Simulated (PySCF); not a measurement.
ClH3MoO3Si, SMILES [SiH3][O][Mo]([Cl])(=[O])=[O], multiplicity 1. Atoms are numbered in the order given.

```xyz
9

Mo     0.3128    -0.4325     0.0000
O      1.2795    -0.6674     1.3375
O      1.2795    -0.6674    -1.3375
Cl    -1.3723    -1.9556     0.0000
O     -0.3466     1.2839     0.0000
Si    -0.4363     2.9667     0.0000
H      0.2396     3.4751    -1.2252
H      0.2396     3.4751     1.2252
H     -1.8788     3.3312     0.0000
```

Geometry: PBE0-D3(BJ)/def2-SVP. The spin state was assumed, not searched. The def2 effective core potentials stand for the cores of Mo; spin–orbit coupling is left out. The values are those of a single conformer.

Calculation: PBE/def2-TZVP (PySCF).

Isolated molecule, no solvent.

```json
{
 "total_energy": "-1045.21453 hartree",
 "point_group": "Cs",
 "highest_occupied_level": "-7.85 eV",
 "lowest_empty_level": "-3.61 eV",
 "orbital_gap": "4.24 eV",
 "dipole_moment": "3.10 D",
 "quadrupole, principal values (traceless, Buckingham form, about the centre of nuclear charge)": "-4.60, -4.14, 8.74 D·Å",
 "mean_static_polarisability": "88.4 bohr³ (13.09 Å³)",
 "polarisability_principal_values": "74.5, 83.3, 107.2 bohr³"
}
```
